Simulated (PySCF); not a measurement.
## Frontier orbitals and the lowest excitations

cis-Sn(PH3)2Cl4.
Geometry (PBE0-D3(BJ)/def2-SVP, Å), atoms numbered from 1 in this order:
```
atom  x, y, z in Å
Sn1   -0.9193   -0.0045   -0.9136
P2    -0.8908    0.4188    1.8680
H3     0.2888    0.2808    2.6484
H4    -1.7459   -0.4339    2.6081
H5    -1.3223    1.6823    2.3424
Cl6   -0.6619   -0.4021   -3.2247
P7     1.8707   -0.4283   -0.8934
H8     2.3448   -1.6907   -1.3292
H9     2.6594   -0.2915    0.2806
H10    2.6067    0.4238   -1.7527
Cl11  -3.2283    0.4036   -0.6424
Cl12  -0.1104    2.2498   -0.8578
Cl13  -0.8608   -2.2603   -0.1117
```

The calculation used PySCF, TDDFT PBE0/def2-SVPD, vertical, gas phase, core orbitals frozen in the response, def2 core potentials past Kr. Spin–orbit coupling is left out.

Frontier orbitals with the atoms that hold most of them (Löwdin shares over 4%, at most four atoms):

```csv
orbital,ε (eV),atoms
LUMO+2,-0.32,"P2 15%, P7 15%, Sn1 12%, H3 12%"
LUMO+1,-0.55,"P2 24%, P7 23%, Sn1 7%, H4 5%"
LUMO,-3.16,"Sn1 25%, Cl13 16%, Cl12 16%, Cl6 12%"
HOMO,-8.33,"P7 18%, Cl12 17%, Cl13 16%, P2 16%"
HOMO-1,-8.33,"Cl12 27%, Cl13 27%, P2 14%, P7 12%"
HOMO-2,-8.63,"Cl6 31%, Cl11 31%, Cl12 18%, Cl13 18%"
HOMO-3,-8.68,"Cl11 31%, Cl6 31%, Cl12 18%, Cl13 18%"
```

Within 0.005 eV of a neighbour in this list lie HOMO-1/HOMO.

How does S1 compare with the orbital gap of 5.17 eV?

S1 is at 4.09 eV (f = 0.064), 1.08 eV below the gap, made of HOMO→LUMO (97%). S1/S2 lie within about 0.01 eV of each other. Without the coupling terms of the response equations the lowest excitation would equal the gap.

Next come S2 at 4.10 eV (f 0.046), HOMO-1→LUMO (96%); S3 at 4.23 eV (f 0.0001), HOMO-2→LUMO (99%); S4 at 4.32 eV (f 0.0096), HOMO-3→LUMO (98%); S5 at 4.42 eV (f 0.0001), HOMO-4→LUMO (99%).

Orbitals of the list HOMO-3 to LUMO+2 that lie within 0.01 eV of each other are written together with a slash and their weights summed (≥ marks a lower bound); for degenerate orbitals outside that list single weights are arbitrary.

Löwdin shares depend on the basis, the more so with diffuse functions.
